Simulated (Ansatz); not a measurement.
`[SiH3]C[SiH2][TeH]` + `COCO` → `OC[TeH]` + `CO[SiH2]C[SiH3]`  (formal exchange of groups at a Te–Si bond)

Gas-phase electronic energies from Ansatz, PBE0-D4/def2-TZVP geometries. CCSD(T)/CBS is the MP2 limit (def2-TZVPP, def2-QZVPP) plus CCSD(T) − MP2 in def2-TZVPP, frozen cores. This one scheme is used for every species. Functionals use def2-TZVPP. B3LYP here is the variant with VWN-RPA as its local correlation; programs differ in this. def2 core potentials past Kr. For Te outer-core shells are correlated without core-valence functions, which leaves a few kJ/mol of doubt a bond. Each species was taken in one conformer, which may not be the lowest.

`[SiH3]C[SiH2][TeH]`:

Z-matrix (Å, degrees):
```
Si
C 1 1.878
H 1 1.484 2 110.7
H 1 1.489 2 109.8 3 119.9
H 1 1.488 2 110.3 3 -120.8
Si 2 1.867 1 114.5 3 81.1
H 2 1.096 1 109.2 3 -158.4
H 2 1.095 1 109.0 3 -41.8
Te 6 2.499 2 112.8 1 -49.0
H 6 1.486 2 110.4 1 66.1
H 6 1.486 2 111.0 1 -172.9
H 9 1.659 6 91.6 2 -62.3
```

`COCO`:

Cartesian coordinates in Å:
```
C -0.407 0.519 -1.168
O -0.867 -0.081 0.022
C 0.091 -0.112 1.030
O 1.164 -0.964 0.753
H -1.234 0.505 -1.877
H -0.106 1.560 -0.990
H 0.444 -0.024 -1.591
H -0.448 -0.418 1.933
H 0.538 0.879 1.178
H 0.825 -1.863 0.711
```

`OC[TeH]`:

Cartesian coordinates in Å:
```
O -0.103 -0.084 -1.475
C -0.006 -0.562 -0.176
Te -1.033 0.630 1.330
H 0.249 0.809 -1.509
H 1.022 -0.656 0.184
H -0.486 -1.538 -0.149
H 0.358 1.402 1.795
```

`CO[SiH2]C[SiH3]`:

```xyz
15

C     2.214    0.198    2.010
O     1.498    0.524    0.842
Si    0.103   -0.240    0.422
C    -0.493    0.503   -1.170
Si   -2.084   -0.228   -1.835
H     2.548   -0.847    1.998
H     3.094    0.841    2.063
H     1.611    0.360    2.911
H    -0.914   -0.069    1.499
H     0.353   -1.702    0.262
H     0.291    0.383   -1.925
H    -0.637    1.578   -1.020
H    -1.919   -1.683   -2.095
H    -2.475    0.434   -3.108
H    -3.188   -0.050   -0.855
```

```json
{"level": "PBE0-D4", "ΔE (kcal/mol)": "-4.0"}
{"level": "B3LYP", "ΔE (kcal/mol)": "-8.8"}
{"level": "HF/def2-QZVPP", "ΔE (kcal/mol)": "-8.0"}
{"level": "SCS-MP2/def2-QZVPP", "ΔE (kcal/mol)": "-8.1"}
```

(1) What does CCSD(T)/CBS give? (An estimate is asked.)

Largest T1 diagnostic among the species: 0.011.

## Answers

(1) Ansatz gave: -7.0 kcal/mol. The listed levels differ from it by 3.0, -1.8, -1.0, -1.1 kcal/mol.

From PBE to PBE0 (25 % exact exchange), in def2-TZVPP and without D4, ΔE moves by +0.8 kcal/mol. The D4 term adds +1.4 kcal/mol with B3LYP and +0.8 kcal/mol with PBE0; it sums over pairs of atoms, weighted by their polarisabilities, and B3LYP, whose exchange is more repulsive, gets the larger term.
